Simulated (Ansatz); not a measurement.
**The standard entropy of CsI (SMILES [I][Cs]) from a frequency calculation**

A linear singlet with charge 0, relaxed at wB97M-V/def2-TZVPD (core potential) (Ansatz 0.2.0):

```xyz
2

I     0.0000    0.0000   -0.0242
Cs    0.0000    0.0000    3.3394
```

Harmonic wavenumbers in cm⁻¹: 115.

Masses in u: I 126.904, Cs 132.905. Take T = 298.15 K, p = 1 bar, R = 8.3145 J/(mol K), kT/hc = 207.22 cm⁻¹, rigid rotor and harmonic oscillator.

Task: Work out S° at 298 K.

Result: 
1. Translation (Sackur–Tetrode): S = R[3/2 ln M + 5/2 ln T − 1.1517] with M = 259.809 gives 178.2 J/(mol K).
2. Rotation: the moment of inertia is 734.465 u Å², so B = 16.8576/I = 0.023 cm⁻¹; σ = 1; q = kT/(σhcB) = 9009.6; S = R(ln q + 1) = 84.0.
3. Vibration: with u = ν̃/207.22, each mode gives R[u/(eᵘ − 1) − ln(1 − e⁻ᵘ)]; the sum is 13.3, most from 115 cm⁻¹ (13.3).
4. Electronic: R ln 1 = 0.0, from the spin multiplicity alone.
5. Sum: 178.2 + 84.0 + 13.3 + 0.0 = 275.5 J/(mol K).

No measured value is set beside it here.
